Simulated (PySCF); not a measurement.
(ClGaTe)3 ring, Cl3Ga3Te3.
Bonds: Ga1–Cl2, Ga1–Te3, Ga1–Te9, Te3–Ga4, Ga4–Cl5, Ga4–Te6, Te6–Ga7, Ga7–Cl8, Ga7–Te9.

The calculation used PBE0-D3(BJ)/def2-SVP geometry optimisation, gas phase, def2 core potentials past Kr (PySCF 2.14.0).

(1) How far are the bound atoms from Ga1?

(2) List the angles at Ga1.

(3) What is the shape at Ga1?

(4) How far are the bound atoms from Te3?

(5) What is the shape at Te3?

(6) Give some angles away from the centre.

Answers

(1) 3 atoms: Cl2 2.160 Å, Te3 2.515 Å, Te9 2.516 Å. The nearest atom not counted as bound is Ga7, at 3.88 Å (others tie with it).

(2) 
```
      angle  degrees  distance of the outer atoms (Å)
Te3–Ga1–Te9    139.0                             4.71
Cl2–Ga1–Te3    110.6                             3.85
Cl2–Ga1–Te9    110.4                             3.85
```

(3) Planar: angles 139.0°, 110.6° and 110.4°, sum 360.0°, 0.01 Å off the plane of its three neighbours.

(4) 2 atoms: Ga1 2.515 Å, Ga4 2.517 Å. The nearest atom not counted as bound is Cl2, at 3.85 Å.

(5) Bent: angle 101.3°.

(6) Te3–Ga4–Te6 138.3°.

Charge 0, singlet. PBE0-D3(BJ)/def2-SVP frequencies: not computed here.

One conformer stands for the species.
